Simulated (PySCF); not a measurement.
**F⁺ (fluorine, charge +1): UHF calculation**

Configuration: [He] 2s2 2p3 3s1, high-spin 5S determinant (an excited configuration). All numbers are calculated (PySCF 2.14, scalar relativity by spin-free X2C-1e, in aug-cc-pCVQZ-DK (9s8p6d4f2g, 109 functions)).

* Total energy: -98.166375 hartree
* One-electron energy: -129.2627 hartree
* Hartree (Coulomb) energy: 40.4962 hartree
* Exchange energy: -9.3999 hartree
* ⟨S²⟩: 6.0026
* ⟨L²⟩: 0.000
* Sum of ⟨r⟩: 7.997 bohr
* Sum of ⟨r²⟩: 16.14 bohr²
* Langevin diamagnetic susceptibility: -12.8 ×10⁻⁶ cm³/mol

```json
{"shell": "1s α", "electrons": "1", "mean orbital energy (eV)": "-757.30", "rms radius, mean of both spins (bohr)": "0.203"}
{"shell": "1s β", "electrons": "1", "mean orbital energy (eV)": "-752.25", "rms radius, mean of both spins (bohr)": "0.203"}
{"shell": "2s α", "electrons": "1", "mean orbital energy (eV)": "-78.937", "rms radius, mean of both spins (bohr)": "1.01"}
{"shell": "2s β", "electrons": "1", "mean orbital energy (eV)": "-61.106", "rms radius, mean of both spins (bohr)": "1.01"}
{"shell": "2p α", "electrons": "3", "mean orbital energy (eV)": "-54.257", "rms radius, mean of both spins (bohr)": "0.987"}
{"shell": "3s α", "electrons": "1", "mean orbital energy (eV)": "-12.714", "rms radius, mean of both spins (bohr)": "3.33"}
```

The outer electron is Rydberg-like, and this basis confines it to a smaller radius and binds it less than a complete one would.

Spin-orbit constants ζ (cm⁻¹) from the X2C one-electron operator on these orbitals: bare nucleus, nucleus screened by l(l+1)(2l+1)/3 electrons, and screened by the Breit-Pauli mean field of the electrons.

```
shell   bare  screened nucleus  mean field
   2p  540.9             420.7       372.1
```
